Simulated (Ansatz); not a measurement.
Reaction: BNH3F (SMILES NBF) → BNH2F (SMILES N[B]F, doublet) + H (doublet) (the B-H bond breaks)
Each species at its own B3LYP-D3(BJ)/def2-TZVP minimum (Ansatz, an electronic-structure program), one conformer.

Total energies in hartree (Ansatz). Open shells are spin-unrestricted; no spin-orbit coupling. Correlated methods leave the cores frozen. No relativity. Where a partner has so few electrons that a lower coupled-cluster level is exact, that level stands in.

| species | HF/cc-pVTZ | CCSD(T)/cc-pVTZ | HF/cc-pVQZ | CCSD(T)/cc-pVQZ | CCSD(T)/cc-pVDZ | CCSDT(Q)/cc-pVDZ |
|---|---|---|---|---|---|---|
| 1: BNH3F (SMILES NBF) | -180.49770 | -181.10064 | -180.51216 | -181.15803 | -180.90758 | -180.90909 |
| 2: BNH2F (SMILES N[B]F, doublet) | -179.85295 | -180.42110 | -179.86759 | -180.47767 | -180.23243 | -180.23404 |
| 3: H (doublet) | -0.49981 | -0.49981 | -0.49995 | -0.49995 | -0.49928 | -0.49928 |

Task: Work out the bond dissociation energy (electronic) in kcal/mol: take Hartree-Fock from cc-pVQZ, extrapolate the CCSD(T) correlation energy as X^-3 (X = 3, 4), and add CCSDT(Q) - CCSD(T) in cc-pVDZ. 1 hartree = 627.51 kcal/mol.

Result: 
Species 1: correlation (64·(-0.64587) - 27·(-0.60294))/37 = -0.67720; step -0.00151; E1 = -180.51216 + (-0.67720) + (-0.00151) = -181.19087
Species 2: correlation (64·(-0.61008) - 27·(-0.56815))/37 = -0.64068; step -0.00161; E2 = -179.86759 + (-0.64068) + (-0.00161) = -180.50988
Species 3: correlation (64·(0.00000) - 27·(0.00000))/37 = 0.00000; step +0.00000; E3 = -0.49995 + (0.00000) + (+0.00000) = -0.49995
-1·E1 +1·E2 +1·E3 = 0.18104 hartree = 113.6 kcal/mol.
